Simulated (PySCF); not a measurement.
## Dipole moment and polarisability across levels of theory

Species: ethylboronic acid, C2H7BO2.
InChI=1S/C2H7BO2/c1-2-3(4)5/h4-5H,2H2,1H3

PySCF, dipoles from the SCF density, polarisabilities from static response with core orbitals frozen. Isolated species at its PBE0-D3(BJ)/def2-SVP geometry (one conformer only).

Question: Compare the levels for these properties.

Answer: 

| level | μ (D) | α (Å³) | anisotropy (Å³) |
| --- | --- | --- | --- |
| LDA/def2-SVPD | 1.402 | 7.54 | 1.89 |
| PBE/def2-SVPD | 1.365 | 7.46 | 1.88 |
| B3LYP/def2-SVPD | 1.415 | 7.17 | 1.69 |
| PBE0/def2-SVPD | 1.416 | 7.08 | 1.68 |
| BHandHLYP/def2-SVPD | 1.469 | 6.82 | 1.51 |
| CAM-B3LYP/def2-SVPD | 1.448 | 7.05 | 1.60 |
| wB97X-D/def2-SVPD | 1.433 | 7.04 | 1.59 |
| LC-wPBE/def2-SVPD | 1.457 | 6.89 | 1.54 |
| HF/def2-SVPD | 1.528 | 6.45 | 1.29 |
| PBE0/6-31G* | 1.499 | 5.65 | 1.57 |
| PBE0/6-31+G* | 1.556 | 6.50 | 1.61 |
| PBE0/def2-SVP | 1.475 | 5.83 | 1.49 |
| PBE0/aug-cc-pVDZ | 1.377 | 7.20 | 1.76 |
| PBE0/def2-TZVP | 1.430 | 6.77 | 1.66 |
| PBE0/def2-TZVPD | 1.382 | 7.19 | 1.72 |

The anisotropy is √(½[(α1 − α2)² + (α2 − α3)² + (α3 − α1)²]). The dipole runs from 1.37 D (PBE/def2-SVPD) to 1.56 D (PBE0/6-31+G*). No reference polarisability is at hand; against PBE0 in the largest diffuse basis at hand (def2-TZVPD) the other PBE0 rows deviate by 6-31G* -21%, 6-31+G* -10%, def2-SVP -19%, def2-SVPD -2%, aug-cc-pVDZ 0%, def2-TZVP -6%. In one basis (def2-SVPD) the functionals order the polarisability from HF (lowest) to LDA (highest), a spread of 17%. With PBE0 the polarisability is 6.08 Å³ without diffuse functions (mean of 6-31G*, def2-SVP and def2-TZVP) and 6.99 Å³ with them (mean of 6-31+G*, def2-SVPD, aug-cc-pVDZ and def2-TZVPD).
